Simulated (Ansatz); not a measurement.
A structure relaxed at PBE0-D4/def2-TZVP, charge 0, multiplicity 2:

Cartesian coordinates in Å:
```
C -1.177 1.383 -1.058
Al -0.097 0.110 -0.083
C 0.154 -1.695 -0.795
C 0.740 0.639 1.603
H -1.365 2.406 -0.733
H -1.675 1.169 -2.004
H 1.214 -1.898 -0.983
H -0.178 -2.452 -0.076
H -0.385 -1.866 -1.730
H 1.832 0.586 1.531
H 0.456 -0.038 2.416
H 0.480 1.655 1.911
```

Q: Give its formula and SMILES.

A: C3H8Al, `[CH2][Al]([CH3])[CH3]`.

Q: Point group (tolerance 0.08 Å, 0.16 Å for H)?

A: C2v.

Q: Summarise the bond lengths by kind.

A: 3 × Al–C 1.933 to 1.956 Å; 8 × C–H 1.090 to 1.096 Å.

All numbers were calculated with Ansatz.
